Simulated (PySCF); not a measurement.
**Electron correlation in Ir (iridium, neutral)**

[Xe] 4f14 5d6 6s2 6p1, one real determinant (an excited configuration). Computed with PySCF 2.14 in def2-QZVPPD with the def2 core potential (60 electrons), with scalar relativity through the core potential. Frozen: 5s2 5p6; 9 electrons correlated.

```json
{"level": "CCSD", "correlation energy (mhartree)": "-213.28"}
{"level": "(T)", "correlation energy (mhartree)": "-17.88"}
{"level": "CCSD(T)", "correlation energy (mhartree)": "-231.16"}
```

Diagnostics: T1 = 0.028, D1 = 0.1067, largest double amplitude 0.221.

Is a single reference adequate?

Not fully. The real determinant used has ⟨L²⟩ near 8 against 12 for a pure F term, so it mixes terms. Spin-orbit coupling, absent here, splits the open shell strongly. A double-excitation amplitude exceeds 0.15, a sign of near-degeneracy.

The reference is one real determinant that mixes LS terms of this configuration.
